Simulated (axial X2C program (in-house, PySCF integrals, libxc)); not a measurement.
## Low determinants of CsSi at the PBE0 level, two-component

Computed with an in-house relativistic program for diatomic molecules. Two-component (2c) means X2C with spin–orbit coupling and atomic mean-field two-electron Coulomb and Gaunt terms. Basis: Cs dyall-cv3z [15s15p9d4f1g], Si dyall-v3z [8s7p2d1f] (cores contracted in-house); Gaussian nuclei, density fitting, unrestricted open shells. Masses: Cs 132.905 u, Si 27.977 u.

Search at 3.269 Å (vertical energies from the lowest determinant):

| ΔE (eV) | state | electrons beyond evenly filled partner blocks | electrons in ±ω = 1/2, 3/2, 5/2, 7/2 |
| --- | --- | --- | --- |
| 0.00 | Ω = 3/2 | ω = 3/2 | 46 19 4 0 |
| 0.45 | Ω = 1/2 | 2 × ω = -1/2, ω = 3/2 | 46 19 4 0 |
| 0.95 | Ω = 1/2 | ω = 1/2 | 47 18 4 0 |
| 0.98 | Ω = 5/2 | 2 × ω = 1/2, ω = 3/2 | 46 19 4 0 |
| 1.00 | Ω = 1/2 | ω = 1/2 | 45 20 4 0 |
| 3.33 | Ω = 7/2 | ω = 1/2, 2 × ω = 3/2 | 45 20 4 0 |
| 3.37 | Ω = 5/2 | ω = -1/2, 2 × ω = 3/2 | 45 20 4 0 |

Lowest determinant, Ω = 3/2 (⟨Sz⟩ = 1.50, ⟨Lz⟩ = 0.00 at PBE0): Re = 3.260 Å, ωe = 165.9 cm⁻¹.

The determinant in row 2 of the search, Ω = 1/2 (⟨Sz⟩ = 0.50, ⟨Lz⟩ = 0.00 at PBE0), was followed along the bond at PBE0; measured from the minimum of the lowest determinant it gives:

Te = 0.450 eV (3631 cm⁻¹), Re = 3.279 Å, ωe = 155.8 cm⁻¹.

The determinant in row 3 of the search, Ω = 1/2 (⟨Sz⟩ = 0.50, ⟨Lz⟩ = 0.00 at PBE0), was followed along the bond at PBE0; measured from the minimum of the lowest determinant it gives:

Te = 0.955 eV (7701 cm⁻¹), Re = 3.266 Å, ωe = 163.2 cm⁻¹.

(1) Compare the bond of the determinant in row 2 with that of the lowest one.

The search compares states at one distance, so a state with another bond length can lie lower; it is not exhaustive and yields mostly the lowest determinant of each block pattern, so other components and higher states of one pattern are missing. These are energies of single determinants, not of spin-adapted states; PBE0 term energies can be off by some tenths of an eV, and the functional has no current term. The lowest determinant need not be the ground state where others lie within half an eV.

## Answers

(1) At PBE0 its Re is 0.019 Å longer and its force constant, which goes as ωe², is 0.88 times that of the lowest determinant. This determinant mixes spin states, so it has no term energy of its own.
